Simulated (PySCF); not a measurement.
Molfile (atoms numbered from 1):
```
CH11NSSi3
     RDKit          3D

 17 16  0  0  0  0  0  0  0  0999 V2000
    2.3601    0.4586    0.6442 C   0  0  0  0  0  0  0  0  0  0  0  0
    1.6085    1.8338   -0.2863 S   0  0  0  0  0  0  0  0  0  0  0  0
   -0.0050    0.7857   -1.2148 Si  0  0  0  0  0  4  0  0  0  0  0  0
   -1.0093    0.0294    0.0014 N   0  0  0  0  0  0  0  0  0  0  0  0
   -1.2504   -1.7087   -0.0062 Si  0  0  0  0  0  4  0  0  0  0  0  0
   -1.6270    1.0404    1.3045 Si  0  0  0  0  0  4  0  0  0  0  0  0
    1.6082   -0.0617    1.2538 H   0  0  0  0  0  0  0  0  0  0  0  0
    3.1131    0.8994    1.3106 H   0  0  0  0  0  0  0  0  0  0  0  0
    2.8535   -0.2559   -0.0295 H   0  0  0  0  0  0  0  0  0  0  0  0
   -0.7228    1.8299   -1.9994 H   0  0  0  0  0  0  0  0  0  0  0  0
    0.4709   -0.3131   -2.1105 H   0  0  0  0  0  0  0  0  0  0  0  0
   -2.0981   -2.1534   -1.1540 H   0  0  0  0  0  0  0  0  0  0  0  0
    0.0602   -2.4235   -0.0963 H   0  0  0  0  0  0  0  0  0  0  0  0
   -1.9240   -2.0817    1.2736 H   0  0  0  0  0  0  0  0  0  0  0  0
   -2.9634    0.5255    1.7271 H   0  0  0  0  0  0  0  0  0  0  0  0
   -0.7237    1.0351    2.4960 H   0  0  0  0  0  0  0  0  0  0  0  0
   -1.7639    2.4371    0.7988 H   0  0  0  0  0  0  0  0  0  0  0  0
  1  2  1  0
  2  3  1  0
  3  4  1  0
  4  5  1  0
  4  6  1  0
  1  7  1  0
  1  8  1  0
  1  9  1  0
  3 10  1  0
  3 11  1  0
  5 12  1  0
  5 13  1  0
  5 14  1  0
  6 15  1  0
  6 16  1  0
  6 17  1  0
M  END
```

Geometry: PBE0-D3(BJ)/def2-SVP; GIAO shifts from PySCF 2.14.0 with density-fitted response routines, gas phase, non-relativistic, averaged over equivalent atoms.

At PBE0/6-31G* (122 basis functions, 17 s wall time on 1 thread of an Arm Neoverse V1, shared host):
```tsv
atoms	δ (ppm)
C1	11.2
S2	-142.0
Si3	10.6
Si5/Si6	-16.3
N4	-13.0
H10/H11	5.42
H12/H13/H14/H15/H16/H17	4.96
H7/H8/H9	1.91
```

Chemical shifts δ = σref − σ; ¹³C (194.14 ppm), ²⁹Si (418.09 ppm), ¹H (31.96 ppm) against TMS; CS2 for ³³S (545.91 ppm); ¹⁵N (259.38 ppm) against NH3, all at this level.

Q: Predict the values at B97-D/pcSseg-1 on the same geometry.

A: 
| atoms | δ at B97-D/pcSseg-1 | change |
| --- | --- | --- |
| C1 | 14.4 | +3.2 |
| S2 | -122.6 | +19.4 |
| Si3 | -15.2 | -25.8 |
| Si5/Si6 | -47.1 | -30.8 |
| N4 | -1.7 | +11.3 |
| H10/H11 | 5.19 | -0.23 |
| H12/H13/H14/H15/H16/H17 | 4.66 | -0.30 |
| H7/H8/H9 | 2.08 | +0.17 |

Chemical shifts δ = σref − σ; TMS for ¹³C (179.17 ppm) and ²⁹Si (347.23 ppm) and ¹H (31.41 ppm); ³³S (497.29 ppm) against CS2; ¹⁵N (260.85 ppm) against NH3, all at this level.

The largest change is at Si5/Si6 (silicon bonded to N, 3 H). Cost: 185 basis functions, 38 s wall time on 1 thread of an Arm Neoverse V1, shared host.

Experimental scales use liquid or dissolved standards, which lie at an offset from isolated NH3 (liquid NH3: subtract about 20 ppm).
